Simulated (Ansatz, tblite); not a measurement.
Forces on Si4Au3⁻ at its r2SCAN-D4/def2-SVPD geometry. The state is a singlet with charge -1.

In the def2 sets Au takes a core potential; there is no spin–orbit coupling. The xTB rows come from tblite. The restricted singlet is unstable towards broken spin symmetry in Hartree–Fock (as tested in another run); at PBE-D4/def2-TZVPD this wasn't settled. Another isomer (singlet) lies 1.63 eV lower at PBE0-D4/def2-TZVPD; other spin states weren't run for this one.

GFN2-xTB (tblite), largest force 1.44 eV/Å:

```xyz
7
positions Å, forces eV/Å
Au   -2.160   -0.301    0.804   -0.183    0.031    0.051
Au    0.088   -0.202    2.502   -0.154   -0.437    0.734
Au   -1.213   -1.597   -1.514   -0.437   -0.731   -0.133
Si    0.449    0.059   -1.505    0.623    0.032   -0.839
Si    1.162    0.814    0.680    0.952    0.382    0.177
Si   -0.922    1.537   -0.229    0.482    0.107   -0.200
Si    2.594   -0.310   -0.738   -1.284    0.615    0.210
```

PBE-D4/def2-TZVPD (Ansatz), largest force 0.12 eV/Å:

```
Au 0.044 0.028 -0.023
Au 0.000 0.052 -0.057
Au 0.020 0.074 0.006
Si -0.027 -0.014 0.002
Si -0.023 -0.006 0.021
Si -0.054 -0.098 0.052
Si 0.040 -0.035 -0.001
```
